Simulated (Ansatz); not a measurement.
Program: Ansatz. Geometries: PBE0-D4/def2-TZVP. ΔE: electronic, gas phase. CBS: MP2 limit from def2 TZ/QZ plus the TZ coupled-cluster correction, frozen cores. This one scheme is used for every species. DFT in def2-TZVPP. For Ga outer-core shells are correlated without core-valence functions, which leaves a few kJ/mol of doubt a bond. Scalar relativity is left out up to krypton.

`[SiH3][SiH2][GaH2]` + H₂ → SiH₄ + `[SiH3][GaH2]`  (hydrogenolysis of the Si–Si bond)

`[SiH3][SiH2][GaH2]`:

```xyz
10

Si   -0.847    0.925   -1.238
Si   -0.616   -0.453    0.641
Ga    1.725   -0.816    1.063
H    -2.277    1.185   -1.557
H    -0.207    0.283   -2.419
H    -0.171    2.229   -0.997
H    -1.294    0.216    1.788
H    -1.335   -1.730    0.363
H     2.533    0.161    1.992
H     2.488   -2.000    0.364
```

H₂:

Cartesian coordinates in Å:
```
H -0.184 -0.313 0.087
H 0.184 0.313 -0.087
```

SiH₄:

Cartesian coordinates in Å:
```
Si 0.000 0.000 0.000
H 1.452 0.143 -0.273
H -0.508 -1.230 -0.658
H -0.723 1.182 -0.534
H -0.221 -0.095 1.465
```

`[SiH3][GaH2]`:

Cartesian coordinates in Å:
```
Si 0.525 0.862 0.230
Ga -0.691 -1.144 -0.343
H -0.297 2.084 0.005
H 1.794 1.011 -0.534
H 0.873 0.820 1.681
H -2.207 -1.291 0.049
H 0.003 -2.342 -1.088
```

| level | ΔE (eV) |
| --- | --- |
| PBE0-D4 | 0.00 |
| B2PLYP | -0.18 |

Task: What does CCSD(T)/CBS give? (An estimate is asked.)

Result: Ansatz gave: -0.08 eV. The listed levels differ from it by 0.08, -0.10 eV.

Largest T1 diagnostic among the species: 0.014.

At CCSD(T), def2-SVP lies −0.15 eV from the extrapolated value and def2-TZVPP −0.04 eV. Leaving LDA and LC-ωPBE aside and taking each functional with its dispersion term where it has one, the values, not all of them listed here, spread over 0.27 eV, from CAM-B3LYP-D4 to revPBE-D4. From PBE to PBE0 (25 % exact exchange), in def2-TZVPP and without D4, ΔE moves by −0.05 eV.
